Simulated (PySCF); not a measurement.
H2BrNTe (SMILES N[Te]Br), singlet, at a GFN2-xTB geometry (core potentials on Te); DF-HF/def2-SV(P) (PySCF).

Input for PySCF:
```python
from pyscf import gto, scf

mol = gto.Mole()
mol.atom = '''
    Te   -0.10108468   -0.57594094    0.69063104
    Br    0.32430894    1.36641303   -0.83091699
    N    -0.65963691   -1.97240168   -0.63110871
    H     0.04553827   -2.27031426   -1.28849891
    H    -1.52248938   -1.79840108   -1.12445972
'''
mol.basis = 'def2-sv(p)'
mol.ecp = {'Te': 'def2-sv(p)'}
mol.verbose = 4
mol.max_memory = 1800
mol.build()

mf = scf.RHF(mol)
mf = mf.density_fit(auxbasis='def2-universal-jkfit')
mf.kernel()
```

The log (banner, timings and long lists left out):

```
PySCF version 2.14.0

[INPUT] verbose = 4
[INPUT] num. atoms = 5
[INPUT] num. electrons = 68
[INPUT] charge = 0
[INPUT] spin (= nelec alpha-beta = 2S) = 0
[INPUT] symmetry False subgroup None
[INPUT] Mole.unit = angstrom
[INPUT] Symbol           X                Y                Z      unit          X                Y                Z       unit  Magmom
[INPUT]  1 Te    -0.101084680000  -0.575940940000   0.690631040000 AA   -0.191022360589  -1.088370640525   1.305103518724 Bohr   0.0
[INPUT]  2 Br     0.324308940000   1.366413030000  -0.830916990000 AA    0.612855076348   2.582146399737  -1.570205543348 Bohr   0.0
[INPUT]  3 N     -0.659636910000  -1.972401680000  -0.631108710000 AA   -1.246533101554  -3.727298982832  -1.192622616728 Bohr   0.0
[INPUT]  4 H      0.045538270000  -2.270314260000  -1.288498910000 AA    0.086054858486  -4.290272168095  -2.434910051701 Bohr   0.0
[INPUT]  5 H     -1.522489380000  -1.798401080000  -1.124459720000 AA   -2.877087955759  -3.398485503322  -2.124920908905 Bohr   0.0

nuclear repulsion = 286.59726399517
number of shells = 32
number of NR pGTOs = 167
number of NR cGTOs = 76
basis = def2-sv(p)
ecp = {'Te': 'def2-sv(p)'}

******** <class 'pyscf.df.df_jk.DFRHF'> ********
method = DFRHF
initial guess = minao
damping factor = 0
level_shift factor = 0
DIIS = <class 'pyscf.scf.diis.CDIIS'>
diis_start_cycle = 1
diis_space = 8
diis_damp = 0
SCF conv_tol = 1e-09
SCF conv_tol_grad = None
SCF max_cycles = 50
direct_scf = False
Set gradient conv threshold to 3.16228e-05
Initial guess from minao.
******** <class 'pyscf.df.df.DF'> ********
auxbasis = def2-universal-jkfit
init E= -2865.18124956663
  HOMO = -0.704654639602496  LUMO = -0.625810061993682  gap/eV = 2.14547
cycle= 1 E= -2893.41262953952  delta_E= -28.2  |g|= 2.19  |ddm|= 7.31
  HOMO = 0.0156125491551791  LUMO = 0.100910747013252  gap/eV = 2.32108
cycle= 2 E= -2894.32260998857  delta_E= -0.91  |g|=  1.2  |ddm|= 4.92
  HOMO = -0.291895542823518  LUMO = 0.0389888020121845  gap/eV = 9.00382
cycle= 3 E= -2894.64995054367  delta_E= -0.327  |g|= 0.142  |ddm|= 1.52
  HOMO = -0.320246179503407  LUMO = 0.03930703170036  gap/eV = 9.78394
cycle= 4 E= -2894.65586826958  delta_E= -0.00592  |g|= 0.0668  |ddm|= 0.198
  HOMO = -0.319892657269683  LUMO = 0.0451990358785527  gap/eV = 9.93465
cycle= 5 E= -2894.65717639925  delta_E= -0.00131  |g|= 0.0171  |ddm|= 0.0745
  HOMO = -0.32030460785775  LUMO = 0.0462017401999848  gap/eV = 9.97315
cycle= 6 E= -2894.65742283952  delta_E= -0.000246  |g|= 0.00886  |ddm|= 0.0448
  HOMO = -0.320349710532646  LUMO = 0.0463406396271427  gap/eV = 9.97815
cycle= 7 E= -2894.65747213098  delta_E= -4.93e-05  |g|= 0.00302  |ddm|= 0.0189
  HOMO = -0.32046234676433  LUMO = 0.0461959728255093  gap/eV = 9.97728
cycle= 8 E= -2894.65748584519  delta_E= -1.37e-05  |g|= 0.000889  |ddm|= 0.0135
  HOMO = -0.320517503879692  LUMO = 0.0461276878157526  gap/eV = 9.97692
cycle= 9 E= -2894.65748698417  delta_E= -1.14e-06  |g|= 0.000234  |ddm|= 0.00425
  HOMO = -0.320489597667908  LUMO = 0.0461435352072627  gap/eV = 9.97660
cycle= 10 E= -2894.65748703478  delta_E= -5.06e-08  |g|= 5.31e-05  |ddm|= 0.00081
  HOMO = -0.320495778699595  LUMO = 0.0461366557858234  gap/eV = 9.97658
cycle= 11 E= -2894.65748703731  delta_E= -2.53e-09  |g|= 1.54e-05  |ddm|= 0.000159
  HOMO = -0.320495249151378  LUMO = 0.0461385193805736  gap/eV = 9.97661
cycle= 12 E= -2894.65748703751  delta_E= -2e-10  |g|= 4.33e-06  |ddm|= 4.49e-05
  HOMO = -0.3204953460735  LUMO = 0.0461383982492659  gap/eV = 9.97661
Extra cycle  E= -2894.65748703754  delta_E= -3.05e-11  |g|= 2.38e-06  |ddm|= 1.09e-05
converged SCF energy = -2894.65748703754
```
